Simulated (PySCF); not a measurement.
trimethylsulfonium (C₃H₉S), SMILES [S+](C)(C)C, charge +1. Geometry: B3LYP-D3(BJ)/def2-SVP.

These are B3LYP-D3(BJ)/def2-SVP in PySCF values and carry that method's errors.

Harmonic wavenumbers (cm⁻¹): 162, 205, 205, 260, 260, 291, 634, 712, 712, 890, 934, 934, 1048, 1048, 1053, 1328, 1328, 1365, 1418, 1429, 1429, 1438, 1438, 1449, 3055, 3055, 3056, 3179, 3180, 3180, 3183, 3184, 3184. Rotational constants (GHz): 5.949, 5.949, 3.704; symmetry number 3.

### Question
Work out the zero-point energy and the ideal-gas rigid-rotor harmonic-oscillator thermochemistry at 298.15 K and 1 atm.

### Answer
ZPE = ½ Σ hcν = ½ × 50228 cm⁻¹ = 71.80 kcal/mol. H − E(el) = 76.54 kcal/mol. Entropy in cal/(mol K): translation 38.95, rotation 23.13, vibration 13.25, total 75.32. G − E(el) = 54.08 kcal/mol. Cp = 24.62 cal/(mol K).
